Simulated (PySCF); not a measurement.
In(OH)3(py), C5H8InNO3, singlet (GFN2-xTB optimised geometry):

```
18

In    -2.749    -0.680     0.000
O     -3.078    -1.690     1.639
H     -3.608    -2.458     1.433
O     -3.127    -1.587    -1.684
H     -3.446    -0.947    -2.317
O     -3.000     1.258     0.000
H     -3.339     1.533     0.849
C      2.260    -0.670    -0.108
C      1.591    -1.533     0.746
C      0.206    -1.504     0.767
N     -0.489    -0.680     0.000
C      0.138     0.151    -0.817
C      1.519     0.191    -0.905
H      3.339    -0.665    -0.151
H      2.131    -2.215     1.383
H     -0.379    -2.145     1.413
H     -0.501     0.802    -1.400
H      2.002     0.880    -1.579
```

Level of theory: PySCF 2.14.0 with PBE0/def2-SVP, def2 effective core potentials past Kr.

What are the frontier orbital energies and the dipole moment?

HOMO-2 -7.52 eV, HOMO-1 -7.27 eV, HOMO -7.20 eV, LUMO -1.84 eV, LUMO+1 -1.29 eV; dipole moment 5.81 D.
